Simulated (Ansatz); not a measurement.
Isolated molecules relaxed with PBE0-D4/def2-TZVP in Ansatz; ΔE leaves out vibrations. CBS: MP2 limit from def2 TZ/QZ plus the TZ coupled-cluster correction, frozen cores. One conformer a species, not always the lowest.

Reaction (formal exchange of groups at a B–F bond): `FBO[SiH3]` + `NC(O)(F)O[SiH3]` → `[SiH3]OBO[SiH3]` + `NC(O)(F)F`

`FBO[SiH3]`:

```xyz
8

F    -1.622    1.799    1.282
B    -1.224    0.767    0.555
O     0.094    0.571    0.397
Si    1.000   -0.558   -0.406
H    -2.055    0.053    0.070
H     1.858   -1.246    0.587
H     0.112   -1.537   -1.083
H     1.836    0.150   -1.402
```

`NC(O)(F)O[SiH3]`:

Z-matrix (Å, degrees):
```
C
O 1 1.374
F 1 1.380 2 109.2
N 1 1.419 2 111.2 3 116.5
O 1 1.366 2 108.1 3 -117.0
H 2 0.963 1 107.4 3 -68.3
H 4 1.012 1 110.0 2 -170.6
H 4 1.012 1 109.5 2 69.6
Si 5 1.669 1 124.1 2 36.2
H 9 1.482 5 111.0 1 -77.4
H 9 1.481 5 103.9 1 164.8
H 9 1.482 5 111.2 1 45.8
```

`[SiH3]OBO[SiH3]`:

Cartesian coordinates in Å:
```
Si 0.112 -0.046 -2.340
O -0.013 -0.012 -0.693
B -1.069 0.100 0.158
O -0.853 0.101 1.493
Si 0.577 -0.017 2.326
H -1.233 0.046 -2.961
H 0.949 1.101 -2.767
H 0.766 -1.318 -2.729
H -2.191 0.197 -0.255
H 1.481 1.104 1.970
H 0.230 0.054 3.765
H 1.243 -1.310 2.032
```

`NC(O)(F)F`:

Cartesian coordinates in Å:
```
N -0.553 -0.739 0.742
C 0.024 -0.063 -0.342
O 0.632 1.109 0.006
F 0.929 -0.874 -0.945
F -0.933 0.190 -1.271
H -1.259 -0.161 1.177
H 0.158 -0.977 1.421
H 1.001 1.514 -0.789
```

```csv
level,ΔE (kJ/mol)
CCSD/def2-TZVPP,13.8
CCSD/CBS(def2),14.5
```

(1) What does CCSD(T)/CBS give? (Best estimate.)

Largest T1 diagnostic among the species: 0.013.

Answers

(1) Computed: +15.1 kJ/mol. The listed levels differ from it by -1.3, -0.6 kJ/mol.

In def2-TZVPP, CCSD(T) changes the Hartree–Fock value by +5.6 kJ/mol (the triples alone add +0.6 kJ/mol) and MP2 by +7.7 kJ/mol.
